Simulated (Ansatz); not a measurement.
The same path of CH7ClOSi2 (12 atoms, charge 0, multiplicity 1) was run twice with different band settings. The coordinate that changes most is the dihedral H6–O1–Si2–H7.

Computed with Ansatz, RKS B3LYP/def2-SVP.

Relaxed end points:

```xyz
12
Properties=species:S:1:pos:R:3
O -2.157 -0.067 1.943
Si -1.505 0.194 0.418
Si 0.794 -0.361 0.363
C 1.614 0.367 -1.200
Cl 0.671 -0.120 -2.675
H -2.214 -0.981 2.247
H -2.244 -0.573 -0.631
H -1.662 1.651 0.158
H 0.999 -1.842 0.368
H 1.503 0.201 1.556
H 1.632 1.466 -1.174
H 2.646 0.011 -1.338
```

```xyz
12
Properties=species:S:1:pos:R:3
O -1.896 -0.355 2.012
Si -1.430 0.019 0.443
Si 0.882 -0.414 0.348
C 1.613 0.435 -1.198
Cl 0.651 -0.035 -2.667
H -2.839 -0.307 2.211
H -2.185 -0.799 -0.555
H -1.683 1.460 0.121
H 1.161 -1.878 0.271
H 1.577 0.142 1.550
H 1.570 1.531 -1.119
H 2.657 0.145 -1.383
```

Common settings: movable images 7; climbing image yes; spring 5.0 eV/Å²; optimiser quadratic models (default); start path IDPP; force threshold 0.05 eV/Å; end points relaxed.

| run | iteration limit |
| --- | --- |
| 1 | 60 |
| 2 | 6 |

Problem. What does each run give, and how far can it be trusted?

Solution. Run 1: converged after 6 iterations, highest image 0.011 eV above the first end. A vibrational analysis at the climbing image gives one clearly imaginary mode, 217i cm⁻¹: a first-order saddle point.
Run 2: converged after 6 iterations, highest image 0.011 eV above the first end. Another band between the same ends (7 images) ends at a top of the same energy, where a vibrational analysis finds 1 clearly imaginary mode.
